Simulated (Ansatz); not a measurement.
Frontier orbitals of H6N2O2Si, SMILES `N[Si](N)(O)O`.

Cartesian coordinates in Å:
```
N 1.400 -0.713 -0.370
Si -0.122 0.001 -0.119
N -0.288 0.619 1.452
O -1.428 -0.996 -0.231
O -0.162 1.126 -1.323
H 1.672 -1.574 0.071
H 1.921 -0.522 -1.208
H -1.117 0.467 1.998
H 0.493 0.948 1.990
H -1.673 -1.257 -1.120
H -0.695 1.901 -1.141
```

The species carries charge 0 and has multiplicity 1. The structure was optimised at the PBE0-D4/def2-TZVP level. It is one conformer, not always the lowest. Basis def2-TZVPP, Ansatz 0.2.0.

```tsv
functional	HOMO (eV)	LUMO (eV)	gap (eV)
PBE	-5.63	-0.09	5.54
revPBE	-5.56	-0.01	5.55
PBE0	-7.13	0.76	7.89
B3LYP	-6.88	0.38	7.26
CAM-B3LYP	-8.60	1.49	10.09
ωB97M-V	-9.55	2.15	11.70
```

Against PBE, PBE0 changes HOMO and LUMO by −1.50 and +0.85 eV, ωB97M-V by −3.92 and +2.24 eV. A gap of 5.54 eV thus becomes 11.70 eV for the same molecule, so an orbital gap means little without its functional. A positive LUMO is unbound and depends on the basis.

B3LYP here is the variant with VWN-RPA as its local correlation; programs differ in this.
